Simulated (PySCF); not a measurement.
BeH₂O, SMILES [BeH][OH].

Geometry optimised at B3LYP-D3(BJ)/def2-TZVPD.

The numbers are results of TDA-ωB97X/def2-TZVPD (PySCF), not measurements.

Vertical excitations.  State labels are in the subgroup Cs.

Computed UV-visible absorptions:
```json
[
 {"state": "S1", "symmetry": "A\"", "energy (eV)": "8.20", "λ (nm)": "151", "f": "0.012", "main pairs": "HOMO−1→LUMO 68 %"},
 {"state": "S2", "symmetry": "A'", "energy (eV)": "8.33", "λ (nm)": "149", "f": "0.080", "main pairs": "HOMO→LUMO+2 36 %, HOMO−2→LUMO 21 %, HOMO→LUMO 16 %, HOMO→LUMO+4 10 %"},
 {"state": "S3", "symmetry": "A\"", "energy (eV)": "8.55", "λ (nm)": "145", "f": "0.129", "main pairs": "HOMO→LUMO+1 29 %, HOMO−1→LUMO+2 23 %, HOMO−1→LUMO 15 %, HOMO−1→LUMO+4 9 %"},
 {"state": "S4", "symmetry": "A'", "energy (eV)": "8.57", "λ (nm)": "145", "f": "0.248", "main pairs": "HOMO−2→LUMO 47 %, HOMO→LUMO+2 19 %, HOMO−2→LUMO+2 16 %"},
 {"state": "S5", "symmetry": "A\"", "energy (eV)": "8.58", "λ (nm)": "144", "f": "0.185", "main pairs": "HOMO→LUMO+1 38 %, HOMO−1→LUMO+2 33 %, HOMO−1→LUMO+4 11 %, HOMO→LUMO+6 10 %"},
 {"state": "S6", "symmetry": "A'", "energy (eV)": "8.87", "λ (nm)": "140", "f": "0.028", "main pairs": "HOMO−1→LUMO+1 33 %, HOMO−2→LUMO+2 25 %, HOMO−1→LUMO+6 13 %, HOMO−2→LUMO+4 8 %"},
 {"state": "S7", "symmetry": "A\"", "energy (eV)": "9.09", "λ (nm)": "136", "f": "0.039", "main pairs": "HOMO−2→LUMO+1 64 %, HOMO−2→LUMO+6 25 %"},
 {"state": "S8", "symmetry": "A'", "energy (eV)": "9.24", "λ (nm)": "134", "f": "0.111", "main pairs": "HOMO→LUMO 60 %, HOMO→LUMO+2 19 %"},
 {"state": "S9", "symmetry": "A'", "energy (eV)": "9.57", "λ (nm)": "130", "f": "0.197", "main pairs": "HOMO→LUMO+3 82 %"},
 {"state": "S10", "symmetry": "A'", "energy (eV)": "10.16", "λ (nm)": "122", "f": "0.129", "main pairs": "HOMO−1→LUMO+1 38 %, HOMO−2→LUMO+2 27 %, HOMO−2→LUMO+5 9 %, HOMO−2→LUMO 8 %"},
 {"state": "T1", "symmetry": "A'", "energy (eV)": "7.52", "λ (nm)": "165", "f": "0", "main pairs": "HOMO→LUMO+2 46 %, HOMO→LUMO+4 21 %, HOMO→LUMO 16 %, HOMO→LUMO+5 12 %"},
 {"state": "T2", "symmetry": "A\"", "energy (eV)": "7.67", "λ (nm)": "162", "f": "0", "main pairs": "HOMO→LUMO+1 60 %, HOMO→LUMO+6 36 %"},
 {"state": "T3", "symmetry": "A\"", "energy (eV)": "7.95", "λ (nm)": "156", "f": "0", "main pairs": "HOMO−1→LUMO 68 %, HOMO−1→LUMO+2 15 %"},
 {"state": "T4", "symmetry": "A'", "energy (eV)": "8.20", "λ (nm)": "151", "f": "0", "main pairs": "HOMO−2→LUMO 54 %, HOMO−2→LUMO+2 14 %, HOMO→LUMO 9 %"}
]
```
Triplets are in the Tamm–Dancoff approximation.
